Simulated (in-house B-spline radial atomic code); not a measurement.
Ionising Bi⁴⁺ with different functionals

Computed with an all-electron radial atomic-structure program (B-spline basis): scalar-relativistic (spin-free X2C) Hamiltonian, Fermi nucleus of rms radius 5.5211 fm, spin-polarised at highest spin, spherical fractional occupations for the functionals, and exact exchange of hybrids averaged over the configuration. The ionisation energy is the difference of two self-consistent energies, [Xe] 4f14 5d10 6s1 → [Xe] 4f14 5d10, without Breit or QED terms; ε is the level of the shell that loses the electron (its least bound occupied spin orbital). There is no spin-orbit coupling in this Hamiltonian.

```json
{"method": "PBE0", "rung": "global hybrid", "ΔSCF (eV)": "56.29", "-ε(6s) (eV)": "52.35"}
{"method": "B3LYP", "rung": "global hybrid", "ΔSCF (eV)": "56.70", "-ε(6s) (eV)": "52.36"}
{"method": "TPSSh", "rung": "global hybrid", "ΔSCF (eV)": "56.17", "-ε(6s) (eV)": "51.50"}
{"method": "BHandHLYP", "rung": "global hybrid", "ΔSCF (eV)": "56.06", "-ε(6s) (eV)": "53.39"}
{"method": "r2SCAN0", "rung": "global hybrid", "ΔSCF (eV)": "?", "-ε(6s) (eV)": "?"}
{"method": "B97-1", "rung": "global hybrid", "ΔSCF (eV)": "56.16", "-ε(6s) (eV)": "51.93"}
{"method": "HSE06", "rung": "range-separated hybrid", "ΔSCF (eV)": "56.31", "-ε(6s) (eV)": "51.94"}
{"method": "wB97X", "rung": "range-separated hybrid", "ΔSCF (eV)": "55.73", "-ε(6s) (eV)": "54.43"}
{"method": "CAM-B3LYP", "rung": "range-separated hybrid", "ΔSCF (eV)": "?", "-ε(6s) (eV)": "?"}
{"method": "LC-wPBE", "rung": "range-separated hybrid", "ΔSCF (eV)": "56.19", "-ε(6s) (eV)": "55.17"}
```

(1) What does r2SCAN0 give?

(2) What does CAM-B3LYP give?

(3) Among the functionals, which spreads more, the ΔSCF values or the orbital energies?

(4) How do they compare with the NIST value?

Answers

(1) ΔSCF 56.14 eV, and -ε(6s) = 52.59 eV.

(2) ΔSCF 56.61 eV, and -ε(6s) = 53.98 eV.

(3) The orbital energies: ΔSCF values span about 0.97 eV and the orbital energies 3.67 eV.

(4) NIST lists 54.86 eV ± 0.025 (measured, ground level to ground level). Errors run from +0.87 to +1.84 eV; wB97X is closest (+0.87 eV), but part of that can be cancellation, since the calculations leave out Breit-QED terms.
